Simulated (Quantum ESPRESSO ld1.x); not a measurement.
The numbers below are computed, except where a source is named.
Q: Species: Tc V. Configuration: [Kr] 4d3 (the NIST ground configuration). Code: ld1.x of Quantum ESPRESSO 7.5. Model: scalar-relativistic Kohn-Sham, LDA (Slater exchange, Perdew-Zunger correlation), spin-polarised, spherical densities, point nucleus; open shells are filled with parallel spins first. Some entries of the table are withheld. Estimate them.

| orbital | occ. | eigenvalue (hartree) | <r^2> (bohr^2) |
|---|---|---|---|
| 1s up | 1 | -767.620 | 0.001590 |
| 1s down | 1 | -767.620 | 0.001590 |
| 2s up | 1 | -111.060 | 0.02644 |
| 2s down | 1 | -111.042 | 0.02643 |
| 2p up | 3 | -99.6517 | 0.02079 |
| 2p down | 3 | -99.6379 | 0.02078 |
| 3s up | 1 | -20.7628 | 0.1983 |
| 3s down | 1 | -20.7503 | 0.1982 |
| 3p up | 3 | -17.0195 | 0.2022 |
| 3p down | 3 | -17.0058 | 0.2020 |
| 3d up | 5 | -10.9449 | (1) |
| 3d down | 5 | -10.9266 | (2) |
| 4s up | 1 | -4.41482 | 1.231 |
| 4s down | 1 | -4.33395 | 1.225 |
| 4p up | 3 | (3) | 1.486 |
| 4p down | 3 | (4) | 1.481 |
| 4d up | 3 | (5) | 2.398 |
| 4d down | 0 | (6) | 2.431 |

A: 
(1) 3d up <r^2> (bohr^2): 0.1912
(2) 3d down <r^2> (bohr^2): 0.1909
(3) 4p up eigenvalue (hartree): -3.36644
(4) 4p down eigenvalue (hartree): -3.28160
(5) 4d up eigenvalue (hartree): -1.84830
(6) 4d down eigenvalue (hartree): -1.76181
